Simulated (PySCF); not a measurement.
# UHF on Nb (niobium, neutral)

Configuration: [Kr] 4d3 5s1 5p1, one real determinant (an excited configuration). Calculation: PySCF 2.14, in aug-cc-pwCVDZ-PP with ECP28MDF (6s6p5d3f, 70 functions); a scalar-relativistic core potential.

| Quantity | Value |
| --- | --- |
| Total energy | -56.093543 hartree |
| One-electron energy | -94.5255 hartree |
| Hartree (Coulomb) energy | 44.7100 hartree |
| Exchange energy | -6.2781 hartree |
| ⟨S²⟩ | 8.7547 |
| ⟨L²⟩ | 13.934 |
| Sum of ⟨r⟩ | 24.32 bohr |
| Sum of ⟨r²⟩ | 67.21 bohr² |
| Traceless quadrupole moment −½Σ⟨3z² − r²⟩ along its main axis | -11.7 e·bohr² |

```csv
shell,electrons,mean orbital energy (eV),spread (eV),"rms radius, mean of both spins (bohr)"
4s α,1,-78.146,0,1.24
4s β,1,-74.114,0,1.24
4p α,3,-49.332,0.116,1.40
4p β,3,-44.105,0.376,1.40
4d α,3,-11.538,0.225,2.15
5s α,1,-8.648,0,3.83
5p α,1,-4.761,0,4.89
```

⟨L²⟩ = 13.93 against 20 for a pure G term, so this real determinant mixes terms. Energies and moments cover only the electrons outside the core potential.
